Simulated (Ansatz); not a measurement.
Ansatz (an electronic-structure program) input (PBE0/STO-3G):

Ansatz 0.2 input:
```yaml
crystal:
  periodic: [false, false, false]
  atoms:
    - {symbol: C, position_ang: [-1.79819755, 0.60187463, -0.22409122]}
    - {symbol: C, position_ang: [-0.57937388, -0.32320473, -0.26397536]}
    - {symbol: B, position_ang: [0.76484302, 0.25642573, 0.28534531]}
    - {symbol: O, position_ang: [1.90855445, -0.45054724, 0.30766096]}
    - {symbol: H, position_ang: [-1.62300379, 1.50778027, -0.80693556]}
    - {symbol: H, position_ang: [-2.68610785, 0.11094852, -0.62701219]}
    - {symbol: H, position_ang: [-2.02217987, 0.91266415, 0.79782228]}
    - {symbol: H, position_ang: [-0.77921846, -1.24524398, 0.29933621]}
    - {symbol: H, position_ang: [-0.38311922, -0.65471498, -1.29305225]}
    - {symbol: H, position_ang: [2.66640714, 0.01879589, 0.67022678]}
basis:
  gaussian:
    orbitals: STO-3G
hamiltonian:
  xc: {name: PBE0}
magnetization: {spin_polarized: true, initial_magnetization: 1}
```

End of the output:

```
integrals: 0.01 GiB planned
361 factors; integrals over basis functions are off by at most 1.0e-4 eV
0.08 GiB of the device are held for the grids
0.06 GiB of device memory are held for the factors and their scratch space
mean field: 0.11 GiB planned
mean field evaluation 1: about -4825.7656 eV, gradient 6.9e0 eV
mean field evaluation 2: about -4826.0388 eV, gradient 5.6e0 eV
mean field evaluation 4: about -4826.2191 eV, gradient 3.6e-1 eV
mean field evaluation 8: about -4826.1896 eV, gradient 5.6e-2 eV
mean field evaluation 16: about -4826.1897 eV, gradient 2.8e-5 eV
mean field -4826.18967373 eV, -177.3591992007 hartree, gradient 2.8e-5 eV, S^2 0.752444; 0 other end points of the search recorded, 0 dependent functions left out
reference -4826.18969146 eV, -177.3591998522 hartree; 16, 15 occupied and 10, 11 virtual orbitals, 361 factors
Total energy: -4826.18969146 eV, -177.3591998522 hartree
```

It need not be the lowest isomer of its formula.
